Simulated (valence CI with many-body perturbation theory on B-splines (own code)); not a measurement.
**Sensitivity of CI+MBPT for O²⁺**

Computed by configuration interaction combined with many-body perturbation theory (CI+MBPT): four valence electrons over a frozen Dirac-Fock core [He], a basis of 6 s, 6 p, 5 d, 3 f, 1 g functions for each j, with the one-electron correlation potential Σ1, the two-electron term Σ2, the three-electron term Σ3, Breit, model QED; selected CI, second order for the rest, scaled by the run's own slope (own B-spline code, finite nucleus).

Set against measurement, 18 paired levels are off by 227 cm⁻¹ on average, the worst by 623. These come from a selection out of Moore, Selected Tables of Atomic Spectra, NSRDS-NBS 3, section 11. Levels without a partner in it may be off by more.

The reference run has the lowest level 2s²2p² ³P_0 and an ionisation energy of 54.9039 eV. Its largest variational space holds 10567 state functions.

Changed runs:
A. correlating orbitals by l 3 3 3 2 1 → 2 3 2 1 3
B. three-electron term on → off
C. orbitals per symmetry with explicit Σ2 and valence Breit (the others get mean screening factors) 5 → 7
D. box radius (bohr) 19.456 → 4.15 (bad on purpose)

Excitation energies of the reference run in cm⁻¹, and shifts in cm⁻¹:

```tsv
Level	Reference	A	B	C	D
2s²2p² ³P_1	112	-0.2	+0.1	+0.1	+0.2
2s²2p² ³P_2	304	0	+0.3	0	+0.4
2s²2p² ¹D_2	20532	+56	+91	-2.6	+17
2s²2p² ¹S_0	43599	+112	+166	-7.0	+50
2s2p³ ⁵S°_2	59939	-140	-75	+0.2	+26
2s2p³ ³D°_3	120143	+49	+81	-1.4	+74
2s2p³ ³D°_2	120171	+49	+81	-1.4	+73
2s2p³ ³D°_1	120178	+48	+81	-1.5	+73
2s2p³ ³P°_2	142659	+89	+127	-2.7	+132
2s2p³ ³P°_1	142661	+88	+127	-2.7	+131
2s2p³ ³P°_0	142676	+88	+127	-2.7	+132
2s2p³ ¹D°_2	187519	+256	+245	-1.0	+114
Ionisation energy (eV)	54.9039	-0.0098	+0.0177	+0.0011	-0.0169
```
